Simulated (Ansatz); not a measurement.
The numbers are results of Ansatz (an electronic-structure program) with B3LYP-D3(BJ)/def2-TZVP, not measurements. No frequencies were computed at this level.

Ansatz 0.2 input:
```yaml
crystal:
  periodic: [false, false, false]
  atoms:
    - { symbol: O, position_ang: [1.732333, 0.299667, -0.499816] }
    - { symbol: Si, position_ang: [0.527476, -0.675196, 0.004716] }
    - { symbol: Si, position_ang: [-1.432853, 0.366688, -0.180083] }
    - { symbol: H, position_ang: [1.615745, 1.23367, -0.644216] }
    - { symbol: H, position_ang: [1.44953, -1.828311, 0.067975] }
    - { symbol: H, position_ang: [-1.430614, 1.237603, 1.037856] }
    - { symbol: H, position_ang: [-2.461616, -0.63412, 0.213569] }
basis:
  gaussian: { orbitals: def2-tzvp }
hamiltonian:
  xc: b3lyp
  dispersion: d3bj
relax:
  max_steps: 150
```

Output:

```
Functional definition: B3LYP
849 factors; their error is unknown
mean field evaluation 1: about -17863.2057 eV, gradient 5.7e1 eV
mean field evaluation 2: about -17842.3910 eV, gradient 1.2e2 eV
mean field evaluation 4: about -17868.5336 eV, gradient 8.5e0 eV
mean field evaluation 8: about -17868.8795 eV, gradient 2.0e-1 eV
mean field evaluation 16: about -17868.8796 eV, gradient 4.1e-5 eV
mean field -17868.87955252 eV, -656.6692115935 hartree, gradient 4.1e-5 eV, S^2 0.000000; 0 other end points of the search recorded, 0 dependent functions left out
reference -17868.87979513 eV, -656.6692205093 hartree; 20, 20 occupied and 109, 109 virtual orbitals, 849 factors
relax step   1: F+E_penalty+E_count = -17869.16618313 eV  Δ(F+E_penalty+E_count) = +0.000e0 eV  max|allowed force component| = 8.892e-1 eV/Å  Δτ_max = 0.0000 Å  (28 SCF iters, accepted)
these checks for a lower state are left out or cut short: starts, cluster_reference, orbital_swaps, neighbouring_geometries, increment
849 factors; their error is unknown
mean field -17869.15295571 eV, -656.6792589755 hartree, gradient 9.5e-6 eV, S^2 0.000000; 0 other end points of the search recorded, 0 dependent functions left out
reference -17869.15319997 eV, -656.6792679517 hartree; 20, 20 occupied and 109, 109 virtual orbitals, 849 factors
relax step   2: F+E_penalty+E_count = -17869.43746473 eV  Δ(F+E_penalty+E_count) = -2.713e-1 eV  max|allowed force component| = 8.465e-1 eV/Å  Δτ_max = 0.1918 Å  (37 SCF iters, accepted)
these checks for a lower state are left out or cut short: starts, cluster_reference, orbital_swaps, neighbouring_geometries, increment
849 factors; their error is unknown
mean field -17869.25216578 eV, -656.6829048783 hartree, gradient 2.2e-5 eV, S^2 0.000000; 0 other end points of the search recorded, 0 dependent functions left out
reference -17869.25240986 eV, -656.6829138481 hartree; 20, 20 occupied and 109, 109 virtual orbitals, 849 factors
relax step   3: F+E_penalty+E_count = -17869.53722684 eV  Δ(F+E_penalty+E_count) = -9.976e-2 eV  max|allowed force component| = 6.713e-1 eV/Å  Δτ_max = 0.1949 Å  (29 SCF iters, accepted)
these checks for a lower state are left out or cut short: starts, cluster_reference, orbital_swaps, neighbouring_geometries, increment
849 factors; their error is unknown
mean field evaluation 32: about -17869.0002 eV, gradient 8.9e0 eV
mean field -17869.31645396 eV, -656.6852674254 hartree, gradient 9.3e-6 eV, S^2 0.000000; 0 other end points of the search recorded, 0 dependent functions left out
reference -17869.31669403 eV, -656.6852762478 hartree; 20, 20 occupied and 109, 109 virtual orbitals, 849 factors
relax step   4: F+E_penalty+E_count = -17869.60281548 eV  Δ(F+E_penalty+E_count) = -6.559e-2 eV  max|allowed force component| = 5.380e-1 eV/Å  Δτ_max = 0.1993 Å  (36 SCF iters, accepted)
these checks for a lower state are left out or cut short: starts, cluster_reference, orbital_swaps, neighbouring_geometries, increment
849 factors; their error is unknown
mean field -17869.36450552 eV, -656.6870332876 hartree, gradient 1.6e-5 eV, S^2 0.000000; 0 other end points of the search recorded, 0 dependent functions left out
reference -17869.36474913 eV, -656.6870422401 hartree; 20, 20 occupied and 109, 109 virtual orbitals, 849 factors
relax step   5: F+E_penalty+E_count = -17869.64833440 eV  Δ(F+E_penalty+E_count) = -4.552e-2 eV  max|allowed force component| = 5.770e-1 eV/Å  Δτ_max = 0.1939 Å  (30 SCF iters, accepted)
these checks for a lower state are left out or cut short: starts, cluster_reference, orbital_swaps, neighbouring_geometries, increment
849 factors; their error is unknown
mean field -17869.39299641 eV, -656.6880803086 hartree, gradient 2.1e-5 eV, S^2 0.000000; 0 other end points of the search recorded, 0 dependent functions left out
reference -17869.39324191 eV, -656.6880893303 hartree; 20, 20 occupied and 109, 109 virtual orbitals, 849 factors
relax step   6: F+E_penalty+E_count = -17869.67550828 eV  Δ(F+E_penalty+E_count) = -2.717e-2 eV  max|allowed force component| = 1.179e-1 eV/Å  Δτ_max = 0.0796 Å  (30 SCF iters, accepted)
these checks for a lower state are left out or cut short: starts, cluster_reference, orbital_swaps, neighbouring_geometries, increment
849 factors; their error is unknown
mean field -17869.31852091 eV, -656.6853433843 hartree, gradient 1.0e-5 eV, S^2 0.000000; 0 other end points of the search recorded, 0 dependent functions left out
reference -17869.31876717 eV, -656.6853524342 hartree; 20, 20 occupied and 109, 109 virtual orbitals, 849 factors
relax step   7: F+E_penalty+E_count = -17869.60294792 eV  Δ(F+E_penalty+E_count) = +7.256e-2 eV  max|allowed force component| = 8.450e-1 eV/Å  Δτ_max = 0.1436 Å  (37 SCF iters, rejected (line search))
these checks for a lower state are left out or cut short: starts, cluster_reference, orbital_swaps, neighbouring_geometries, increment
849 factors; their error is unknown
mean field evaluation 64: about -17869.3933 eV, gradient 2.0e-1 eV
mean field -17869.39344628 eV, -656.6880968411 hartree, gradient 2.1e-5 eV, S^2 0.000000; 0 other end points of the search recorded, 0 dependent functions left out
reference -17869.39369336 eV, -656.6881059210 hartree; 20, 20 occupied and 109, 109 virtual orbitals, 849 factors
relax step   8: F+E_penalty+E_count = -17869.67542705 eV  Δ(F+E_penalty+E_count) = +8.123e-5 eV  max|allowed force component| = 1.971e-1 eV/Å  Δτ_max = 0.0555 Å  (30 SCF iters, rejected (line search))
these checks for a lower state are left out or cut short: starts, cluster_reference, orbital_swaps, neighbouring_geometries, increment
849 factors; their error is unknown
mean field -17869.39627180 eV, -656.6882006768 hartree, gradient 1.1e-5 eV, S^2 0.000000; 0 other end points of the search recorded, 0 dependent functions left out
reference -17869.39651802 eV, -656.6882097254 hartree; 20, 20 occupied and 109, 109 virtual orbitals, 849 factors
relax step   9: F+E_penalty+E_count = -17869.67842706 eV  Δ(F+E_penalty+E_count) = -2.919e-3 eV  max|allowed force component| = 8.825e-2 eV/Å  Δτ_max = 0.0268 Å  (31 SCF iters, accepted)
these checks for a lower state are left out or cut short: starts, cluster_reference, orbital_swaps, neighbouring_geometries, increment
849 factors; their error is unknown
mean field -17869.39711383 eV, -656.6882316210 hartree, gradient 9.9e-6 eV, S^2 0.000000; 0 other end points of the search recorded, 0 dependent functions left out
reference -17869.39736023 eV, -656.6882406761 hartree; 20, 20 occupied and 109, 109 virtual orbitals, 849 factors
relax step  10: F+E_penalty+E_count = -17869.67878702 eV  Δ(F+E_penalty+E_count) = -3.600e-4 eV  max|allowed force component| = 3.993e-2 eV/Å  Δτ_max = 0.0265 Å  (32 SCF iters, accepted)
these checks for a lower state are left out or cut short: starts, cluster_reference, orbital_swaps, neighbouring_geometries, increment
849 factors; their error is unknown
mean field -17869.39727415 eV, -656.6882375126 hartree, gradient 9.3e-6 eV, S^2 0.000000; 0 other end points of the search recorded, 0 dependent functions left out
reference -17869.39752047 eV, -656.6882465647 hartree; 20, 20 occupied and 109, 109 virtual orbitals, 849 factors
relax step  11: F+E_penalty+E_count = -17869.67894618 eV  Δ(F+E_penalty+E_count) = -1.592e-4 eV  max|allowed force component| = 4.000e-2 eV/Å  Δτ_max = 0.0047 Å  (34 SCF iters, accepted)
these checks for a lower state are left out or cut short: starts, cluster_reference, orbital_swaps, neighbouring_geometries, increment
849 factors; their error is unknown
mean field evaluation 96: about -17869.3972 eV, gradient 9.3e-6 eV
mean field -17869.39722044 eV, -656.6882355387 hartree, gradient 9.3e-6 eV, S^2 0.000000; 0 other end points of the search recorded, 0 dependent functions left out
reference -17869.39746670 eV, -656.6882445887 hartree; 20, 20 occupied and 109, 109 virtual orbitals, 849 factors
relax step  12: F+E_penalty+E_count = -17869.67896462 eV  Δ(F+E_penalty+E_count) = -1.843e-5 eV  max|allowed force component| = 3.326e-2 eV/Å  Δτ_max = 0.0081 Å  (33 SCF iters, accepted)
these checks for a lower state are left out or cut short: starts, cluster_reference, orbital_swaps, neighbouring_geometries, increment
849 factors; their error is unknown
mean field -17869.39739250 eV, -656.6882418619 hartree, gradient 9.4e-6 eV, S^2 0.000000; 0 other end points of the search recorded, 0 dependent functions left out
reference -17869.39763871 eV, -656.6882509097 hartree; 20, 20 occupied and 109, 109 virtual orbitals, 849 factors
relax step  13: F+E_penalty+E_count = -17869.67905825 eV  Δ(F+E_penalty+E_count) = -9.363e-5 eV  max|allowed force component| = 2.669e-2 eV/Å  Δτ_max = 0.0046 Å  (33 SCF iters, accepted)
these checks for a lower state are left out or cut short: starts, cluster_reference, orbital_swaps, neighbouring_geometries, increment
849 factors; their error is unknown
mean field -17869.39750624 eV, -656.6882460418 hartree, gradient 1.8e-5 eV, S^2 0.000000; 0 other end points of the search recorded, 0 dependent functions left out
reference -17869.39775239 eV, -656.6882550876 hartree; 20, 20 occupied and 109, 109 virtual orbitals, 849 factors
relax step  14: F+E_penalty+E_count = -17869.67910702 eV  Δ(F+E_penalty+E_count) = -4.877e-5 eV  max|allowed force component| = 1.227e-2 eV/Å  Δτ_max = 0.0044 Å  (24 SCF iters, accepted)
these checks for a lower state are left out or cut short: starts, cluster_reference, orbital_swaps, neighbouring_geometries, increment
849 factors; their error is unknown
mean field -17869.39756328 eV, -656.6882481380 hartree, gradient 1.1e-5 eV, S^2 0.000000; 0 other end points of the search recorded, 0 dependent functions left out
reference -17869.39780941 eV, -656.6882571830 hartree; 20, 20 occupied and 109, 109 virtual orbitals, 849 factors
relax step  15: F+E_penalty+E_count = -17869.67912727 eV  Δ(F+E_penalty+E_count) = -2.025e-5 eV  max|allowed force component| = 3.823e-3 eV/Å  Δτ_max = 0.0026 Å  (25 SCF iters, accepted)
849 factors; their error is unknown
mean field evaluation 128: about -17869.3976 eV, gradient 2.7e-3 eV
mean field -17869.39756328 eV, -656.6882481380 hartree, gradient 1.3e-5 eV, S^2 0.000000; 1 other end points of the search recorded, 0 dependent functions left out
reference -17869.39780941 eV, -656.6882571830 hartree; 20, 20 occupied and 109, 109 virtual orbitals, 849 factors
Total energy: -17869.67937340 eV, -656.6986044687 hartree
Atom 0 at     1.913203     0.366619    -0.402106 Å, force    -0.001551     0.001571     0.000449 eV/Å
Atom 1 at     0.593836    -0.538313    -0.018930 Å, force    -0.002502    -0.003823     0.001978 eV/Å
Atom 2 at    -1.518421     0.124118    -0.160534 Å, force     0.000299     0.000989     0.000830 eV/Å
Atom 3 at     1.851778     1.318302    -0.272880 Å, force     0.001730     0.000851    -0.001083 eV/Å
Atom 4 at     1.012906    -1.925289    -0.328969 Å, force     0.001132     0.000277    -0.000884 eV/Å
Atom 5 at    -1.606077     1.481649     0.454695 Å, force    -0.000252    -0.001855    -0.000424 eV/Å
Atom 6 at    -2.247223    -0.827085     0.728725 Å, force     0.001145     0.001990    -0.000865 eV/Å
Dipole moment:     0.200066     0.178947     0.073559 e Å
```

Cost: around 90 core-seconds (rough).
